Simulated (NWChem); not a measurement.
Species: PbIF, singlet; SMILES [F][Pb][I]

```xyz
3

Pb     0.2131     1.0172     0.0000
F     -1.7713     1.5561     0.0000
I     -0.0454    -1.8019     0.0000
```
Atoms are numbered in this order, from 1.

Level: PBE0/def2-SVP with def2 effective core potentials on I, Pb (NWChem), optimised geometry, unscaled harmonic frequencies. Low-valent species are run as closed-shell singlets; no triplet was tried in these runs. def2 effective core potentials on I, Pb; no spin-orbit coupling.

Task: List the harmonic frequencies with IR intensities, and the thermochemistry.

Result: 
```json
[
 {"frequency (cm⁻¹)": "106", "IR intensity (km/mol)": "2.9"},
 {"frequency (cm⁻¹)": "169", "IR intensity (km/mol)": "27.9"},
 {"frequency (cm⁻¹)": "559", "IR intensity (km/mol)": "78.3"}
]
```

```json
{
  "zero_point_energy": "1.2 kcal/mol",
  "thermal correction to the enthalpy at 298.15 K (with zero-point energy)": "4.5 kcal/mol",
  "heat capacity Cv": "10.9 cal/(mol K)",
  "entropy at 298.15 K and 1 atm (symmetry number 1)": "78.6 cal/(mol K)"
}
```

Rigid rotor and harmonic oscillator.
